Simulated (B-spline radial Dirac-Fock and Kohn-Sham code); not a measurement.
## Successive ionisation energies of cerium: Dirac-Fock against NIST

Model: multi-electron Dirac-Fock with separately optimised hole states, Breit and Lamb-shift corrections added in first order. Program: a radial atomic solver. Each value is the difference of the configuration-average energies of two neighbouring ions in their tabulated ground configurations. Correlation energy is missing from these numbers. NIST's values refer to the lowest levels; many for high charge states are themselves semi-empirical or theoretical. Where a p, d or f shell is open in either ion the computed value averages over both j values and all terms, while the table refers to the lowest levels; that difference holds spin-orbit splitting (largest in heavy or highly charged ions), term energies where several electrons share open shells, and correlation, and it can reach 10 % or more.

```
  ion      configuration  computed (eV)     NIST (eV)            kind  NIST − computed (eV)
Ce¹⁷⁺           [Kr] 4d5          471.5       472 ± 3     theoretical                 +0.46
Ce¹⁸⁺           [Kr] 4d4          505.4       509 ± 3     theoretical                 +3.64
Ce¹⁹⁺           [Kr] 4d3          539.9       543 ± 4     theoretical                 +3.14
Ce²⁰⁺           [Kr] 4d2          575.0       579 ± 4     theoretical                 +3.98
Ce²¹⁺           [Kr] 4d1          610.8       613 ± 4     theoretical                 +2.16
Ce²²⁺  [Ar] 3d10 4s2 4p6          756.6       749 ± 4     theoretical                 -7.59
Ce²³⁺  [Ar] 3d10 4s2 4p5          793.9       785 ± 4     theoretical                 -8.90
Ce²⁴⁺  [Ar] 3d10 4s2 4p4          831.7       824 ± 4     theoretical                 -7.71
Ce²⁵⁺  [Ar] 3d10 4s2 4p3          870.0       862 ± 4     theoretical                 -7.99
Ce²⁶⁺  [Ar] 3d10 4s2 4p2          908.8       924 ± 4     theoretical                +15.24
Ce²⁷⁺  [Ar] 3d10 4s2 4p1          948.0       965 ± 4     theoretical                +17.00
Ce²⁸⁺      [Ar] 3d10 4s2         1059.2      1060 ± 4     theoretical                 +0.76
Ce²⁹⁺      [Ar] 3d10 4s1         1102.0  1103.5 ± 0.5  semi-empirical                 +1.47
Ce³⁰⁺          [Ar] 3d10         1916.1      1908 ± 4     theoretical                 -8.11
Ce³¹⁺           [Ar] 3d9         2007.1      1994 ± 4     theoretical                -13.11
Ce³²⁺           [Ar] 3d8         2099.7      2087 ± 4     theoretical                -12.69
```

Question: Where in this range is the largest relative jump, and why?

Answer: From Ce²⁹⁺ (1102.0 eV) to Ce³⁰⁺ (1916.1 eV), a factor of 1.74. The configuration goes from [Ar] 3d10 4s1 to [Ar] 3d10, so the next electron comes out of a deeper subshell.
